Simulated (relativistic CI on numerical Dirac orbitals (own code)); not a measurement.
**Sensitivity of the levels of Hg XXXIX to α and to the nuclear radius**

These numbers are calculated, not measured: Dirac-Coulomb-Breit CI, KLI orbitals optimised for each configuration, derivatives by finite differences, unscaled Slater integrals, QED left out (own radial code, finite nucleus).

Configuration list (outside the closed core [Ar] 3d10): 4s2 4p6 4d6, 4s2 4p6 4d5 4f, 4s2 4p4 4d8, 4s 4p6 4d7, 4p6 4d8, 4s2 4p6 4d5 5s, 4s2 4p6 4d4 5s2, 4s 4p6 4d6 5s. Levels of other configurations are missing.

With x = (α/α₀)² − 1 an excitation energy changes as ω = ω₀ + qx; K = 2q/ω₀ is the relative enhancement. Terms are leading LS components, so labels can repeat. The field-shift factor is F = δν/δ⟨r²⟩ for the transition from the lowest level.

Lowest level 4s2 4p6 4d6 3F_4.

```tsv
Level	ω₀ (cm⁻¹)	q (cm⁻¹)	K	F (GHz/fm²)
4s2 4p6 4d6 3P_2	24095	2239	0.186	-1
4s2 4p6 4d6 3P_0	82572	19100	0.463	0.935
4s2 4p6 4d6 5D_3	186606	220100	2.36	8.04
4s2 4p6 4d6 5D_4	196002	209600	2.14	8.1
4s2 4p6 4d6 5D_1	201666	221100	2.19	7.86
4s2 4p6 4d6 3G_5	228301	210900	1.85	8.35
4s2 4p6 4d6 3H_6	231835	210700	1.82	8.72
4s2 4p6 4d6 3F_2	245845	214700	1.75	6.85
4s2 4p6 4d6 3D_3	252802	216600	1.71	8.06
4s2 4p6 4d6 3P_0	284264	207600	1.46	7.32
4s2 4p6 4d6 3P_1	297974	222400	1.49	8.22
4s2 4p6 4d6 3D_2	299110	230600	1.54	8.75
4s2 4p6 4d6 1G_4	301589	222500	1.48	8.98
```

At this charge energies of transitions that change n are usually good to better than 1 %, and those within a shell (Δn = 0) to a few per cent. Terms inside the open d or f shell come out 10 to 20 % too wide with unscaled integrals.
